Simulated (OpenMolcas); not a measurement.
A calculation on Pt III.

| Item | Value |
| --- | --- |
| Program | OpenMolcas 26.06 |
| Method | XMS-CASPT2, IPEA 0.25 Eh, imaginary shift 0.1 Eh (closed shells correlated: 5s 5p) |
| Basis | ANO-RCC-VTZP [8s7p5d3f1g] |
| Scalar Hamiltonian | DKH2, point nucleus |
| Active space | 8 electrons in 10 orbitals (5d 6d) |
| State averaging | 2S+1 = 3 even, 10 roots; 2S+1 = 1 even, 15 roots |
| Spin-orbit coupling | RASSI with atomic mean-field integrals over the reference wave functions, term energies averaged over their components |

Problem. Which level of the active space comes out lowest?

Solution. 5d8 3F4, with 96 % of that term; it is also the measured ground level.

Problem. How high does 5d8 3P1 lie?

Solution. 18970 cm-1 above the lowest level; measured 16782 cm-1 above the ground level, so the calculation is off by +13 %.

Problem. How high does 5d8 1S0 lie?

Solution. 49470 cm-1 above the lowest level.

Problem. How high does 5d8 3P0 lie?

Solution. 16500 cm-1 above the lowest level; measured 14939 cm-1 above the ground level, so the calculation is off by +10 %.

Problem. The level at 6290 cm-1 has J = 2. What is it made of, and what is its g factor?

Solution. 47 % 5d8 1D2, 32 % 5d8 3P, 21 % 5d8 3F; g = 1.089, against 1.000 from Landé's formula for the pure leading term.

Measured values: NIST levels as listed in McCann et al., Mon. Not. R. Astron. Soc. 538, 537 (2025).

Term energies are means over components that CASPT2 splits; among the terms shown or strongly mixed into the levels shown the widest spread is 1100 cm-1 (5d8 3F). Active for correlation alone: 6d; no level in the range computed is led by a configuration that fills it, so any true level of that kind is missing. The CASPT2 spread within a term exceeds the gap to the next term for 5d8 1D and 5d8 3P, so the order of their levels is uncertain, and so are names and mixing where such terms share a J. Computed and measured levels are paired by configuration, term and J; levels that our copy of the source lacks, or whose pairing is in doubt (as where it misses far off the trend of its configuration), stay unpaired and out of the deviations. Levels of configurations outside the active space are missing.
